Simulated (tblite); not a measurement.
Compound: C7H11 (doublet state).
Geometry (GFN2-xTB, Å), atoms numbered from 1 in this order:
```xyz
18
C7H11 angstrom
C     -2.6441    1.1692    0.0940
C     -1.3287    0.5656    0.3454
C     -1.1363   -0.7558   -0.4338
C      0.2632   -1.3345   -0.2156
C      1.3237   -0.4338   -0.7824
C      2.2656    0.1193   -0.0831
C      3.2025    0.6612    0.6268
H     -3.4149    1.1630    0.8388
H     -2.8916    1.5212   -0.8891
H     -1.1918    0.3686    1.4100
H     -0.5282    1.2411    0.0172
H     -1.8863   -1.4775   -0.1035
H     -1.2958   -0.5671   -1.4976
H      0.4402   -1.4852    0.8510
H      0.3225   -2.3072   -0.7131
H      1.2596   -0.2445   -1.8470
H      3.0774    1.6260    1.0929
H      4.1544    0.1768    0.7789
```

Computed with GFN2-xTB (tblite): harmonic, unscaled wavenumbers at the GFN2-xTB geometry, gas phase. This tight-binding method is rough: wavenumbers can miss measured ones by several per cent, in bad cases by 10 to 20. One conformer, not necessarily the lowest. Open shells enter through the occupations alone, without spin polarisation, and single modes of such species can be off by tens of per cent.

Harmonic wavenumbers (cm⁻¹): 38.6, 50.9, 78.0, 118.4, 170.5, 259.0, 291.8, 316.4, 410.1, 492.8, 514.8, 579.7, 773.1, 843.8, 854.5, 860.6, 872.1, 968.0, 974.5, 1001.9, 1074.1, 1099.1, 1139.6, 1167.6, 1173.9, 1193.4, 1258.8, 1284.3, 1297.2, 1328.5, 1342.5, 1406.2, 1448.6, 1470.5, 1473.9, 1486.9, 2095.8, 2890.7, 2943.2, 2968.1, 2981.3, 2984.5, 2991.2, 3027.2, 3069.4, 3074.1, 3132.5, 3173.3.

A = 4993, B = 1272, C = 1089 MHz; mass 95.086 u (most abundant isotopes); point group C1, symmetry number 1; spin multiplicity 2.

Problem. What is the zero-point energy?

Solution. ½Σν̃ = 33223 cm⁻¹ = 94.99 kcal/mol.

Problem. What is S at 200 K and 1 bar for an ideal gas of classical rigid rotors and harmonic oscillators?

Solution. Translation 37.61, rotation 27.04, vibration 19.70, spin (R ln 2) 1.38: S = 85.7 cal/(mol K).

Problem. And Cp and H(200 K) − H(0)?

Solution. Cp = 26.15 cal/(mol K), of which vibrations give 18.20 (their classical limit is 48 R = 95.4); H(200 K) − H(0) = 3.58 kcal/mol without the zero-point energy, 1.99 from vibrations.

Problem. How do the functions run with temperature in this model?

Solution. 
```
T (K)  S (cal/(mol K))  Cp (cal/(mol K))  H − H(0) (kcal/mol)  G − H(0) (kcal/mol)  ln q(vib)
  100             70.6              18.4                 1.35                -5.70       2.25
  300             97.9              34.7                 6.62               -22.76       7.32
  500            119.7              51.4                15.30               -44.56      11.96
  800            147.9              68.2                33.45               -84.83      18.59
 1000            163.9              75.7                47.88              -116.04      22.73
```

q(vib) and H(0) count from the zero-point level.

Problem. Which modes carry the vibrational entropy at 200 K?

Solution. 38.6 cm⁻¹: 4.54; 50.9 cm⁻¹: 3.99; 78.0 cm⁻¹: 3.16; 118.4 cm⁻¹: 2.37; 170.5 cm⁻¹: 1.70; 259.0 cm⁻¹: 1.02 cal/(mol K); the other 42 give 2.92 together.

Problem. Blend soft modes into free rotors: weight 1/[1 + (100 cm⁻¹/ν̃)⁴] for the oscillator and the rest for a rotor with moment μB/(μ + B), μ = h/(8π²ν), B = 10⁻⁴⁴ kg m². What vibrational entropy results?

Solution. 17.47 cal/(mol K) in place of 19.70, which changes −T·S at 200 K by +0.45 kcal/mol.

Hindered rotation and anharmonicity are outside this model. Other conformers, if any are populated, would add a mixing term that is left out. The structure is chiral; the term R ln 2 for an equal mix with its mirror image is left out.
